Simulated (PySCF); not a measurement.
## Electron correlation in Cl²⁺ (chlorine, charge +2)

[Ne] 3s2 3p3, high-spin 4S determinant. All numbers are calculated (PySCF 2.14, the spin-free X2C one-electron Hamiltonian (Gaussian nucleus), in x2c-TZVPall). Frozen: [Ne]; 5 electrons correlated.

MP2 pair energies summed by pair of shells (mhartree):

| pair | energy | share (%) |
| --- | --- | --- |
| 3s-3p | -61.78 | 66.4 |
| 3p-3p | -21.82 | 23.5 |
| 3s-3s | -9.39 | 10.1 |

Total MP2 correlation energy: -93.00 mhartree.

Same-spin part -24.97 and opposite-spin part -68.03 mhartree; SCS-MP2 scales them by 1/3 and 6/5 to -89.96 mhartree.

```json
{"level": "CCSD", "correlation energy (mhartree)": "-114.51"}
{"level": "(T)", "correlation energy (mhartree)": "-3.23"}
{"level": "CCSD(T)", "correlation energy (mhartree)": "-117.74"}
```

Diagnostics: T1 = 0.0024, D1 = 0.0063, largest double amplitude 0.063.

Cost of the coupled-cluster step: 0.33 s of wall time on 1 thread of Neoverse-V2 (shared host), for 5 correlated electrons.

Iterations:

```
CC2 = 0
CCSD nocc = (np.int64(4), np.int64(1)), nmo = (32, 32)
frozen orbitals [[0, 1, 2, 3, 4], [0, 1, 2, 3, 4]]
max_cycle = 100
direct = 0
conv_tol = 1e-08
conv_tol_normt = 1e-06
diis_space = 8
diis_start_cycle = 0
Init t2, MP2 energy = -0.0929974562192356
Init E_corr(UCCSD) = -0.0929974562236746
cycle = 1  E_corr(UCCSD) = -0.109705906847365  dE = -0.0167084506  norm(t1,t2) = 0.039023
cycle = 2  E_corr(UCCSD) = -0.113183297364451  dE = -0.00347739052  norm(t1,t2) = 0.0109701
cycle = 3  E_corr(UCCSD) = -0.114531170979217  dE = -0.00134787361  norm(t1,t2) = 0.00383232
cycle = 4  E_corr(UCCSD) = -0.114509577006461  dE = 2.15939728e-05  norm(t1,t2) = 0.000480652
cycle = 5  E_corr(UCCSD) = -0.114508867542377  dE = 7.09464085e-07  norm(t1,t2) = 3.42653e-05
cycle = 6  E_corr(UCCSD) = -0.1145085244439  dE = 3.43098477e-07  norm(t1,t2) = 2.36316e-06
cycle = 7  E_corr(UCCSD) = -0.114508620009602  dE = -9.55657024e-08  norm(t1,t2) = 4.14137e-07
cycle = 8  E_corr(UCCSD) = -0.114508603696784  dE = 1.63128185e-08  norm(t1,t2) = 9.02896e-08
cycle = 9  E_corr(UCCSD) = -0.114508600060194  dE = 3.63658967e-09  norm(t1,t2) = 4.13563e-08
UCCSD converged
E(UCCSD) = -459.740632701051  E_corr = -0.1145086000601942
UCCSD(T) correction = -0.0032260759148894
```
